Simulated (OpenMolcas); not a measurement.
## Xe VII: effect of correlating more closed shells

| Property | Result |
| --- | --- |
| Program | OpenMolcas |
| Basis | ANO-RCC-VTZP [7s6p4d2f1g] |
| Scalar Hamiltonian | DKH2, point nucleus |
| Active space | 2 electrons in 4 orbitals (5s 5p) |
| State averaging | 2S+1 = 3 even, 3 roots; 2S+1 = 1 even, 7 roots; 2S+1 = 3 odd, 3 roots; 2S+1 = 1 odd, 3 roots |
| Spin-orbit coupling | RASSI with atomic mean-field integrals over the reference wave functions, term energies averaged over their components |

Methods on the same reference wave functions:
A. CASSCF
B. MS-CASPT2, IPEA 0.25 Eh, imaginary shift 0.1 Eh (closed shells correlated: none)
C. MS-CASPT2, IPEA 0.25 Eh, imaginary shift 0.1 Eh (closed shells correlated: 4d)
D. MS-CASPT2, IPEA 0.25 Eh, imaginary shift 0.1 Eh (closed shells correlated: 4s 4p 4d)

Energies in eV above 5s² ¹S₀, the measured ground level; measured values from Saloman, J. Phys. Chem. Ref. Data 33, 765 (2004).

```json
{"Level": "5s² ¹S₀", "A": "0.0000", "B": "0.0000", "C": "0.0000", "D": "0.0000", "Measured": "0.0000"}
{"Level": "5s 5p ³P°₀", "A": "11.4138", "B": "11.419", "C": "12.070", "D": "12.122", "Measured": "11.9200"}
{"Level": "5s 5p ³P°₁", "A": "11.9546", "B": "11.946", "C": "12.564", "D": "12.615", "Measured": "12.4543"}
{"Level": "5s 5p ³P°₂", "A": "13.3624", "B": "13.368", "C": "14.018", "D": "14.070", "Measured": "14.0940"}
{"Level": "5s 5p ¹P°₁", "A": "19.0288", "B": "18.266", "C": "17.590", "D": "17.617", "Measured": "17.7619"}
{"Level": "5p² ³P₀", "A": "27.8645", "B": "27.776", "C": "27.990", "D": "28.115", "Measured": "27.7319"}
{"Level": "5p² ³P₁", "A": "28.9447", "B": "28.925", "C": "29.181", "D": "29.313", "Measured": "29.0972"}
{"Level": "5p² ¹S₀", "A": "35.1891", "B": "34.280", "C": "34.163", "D": "34.222", "Measured": "33.8735"}
```

Deviations, from unrounded energies. A percentage is the sum of absolute deviations over the sum of measured energies, with the sign that they share, or ± where signs differ.

| Against measurement | Levels | A | B | C | D |
| --- | --- | --- | --- | --- | --- |
| mean absolute deviation (cm-1) | 7 | 5300 | 3300 | 1300 | 1700 |
| other configurations (%) | 7 | ±3.1 | ±1.9 | ±0.8 | ±1.0 |

C lies closest to measurement on these levels and A furthest from it. The largest miss of C in the table is 5p² ¹S₀, by +2300 cm-1. The ranking rests on the paired levels alone, and a cruder setting can come out closer through cancelling errors.

Among B to D the level of the table that moves most is 5s 5p ³P°₀, by 5700 cm-1 (lowest in B, highest in D). Moves below CASPT2's spread within the term are not significant.

The lowest spin-free term lies below A's lowest term by 0.005 hartree in B, 0.424 hartree in C, 0.579 hartree in D.

What an inner shell adds also hangs on whether the basis holds functions to correlate it.

Over all roots computed the reference weight is 0.94 to 1.00 in B, 0.90 to 0.96 in C, 0.89 to 0.95 in D; the roots of lowest weight are the least certain, and an intruder state may touch them. The ¹D term of p² mixes with s d, which this space lacks. Measured partners are found by configuration, term and J. A level has none where our copy of the source lacks it or the pairing is in doubt (some pairs that miss far off the trend of their configuration count as doubtful), and it then counts in no deviation. Only configurations of the active space appear. The table leaves out levels that lie high or whose names do not pair safely across all columns.

° marks odd parity.
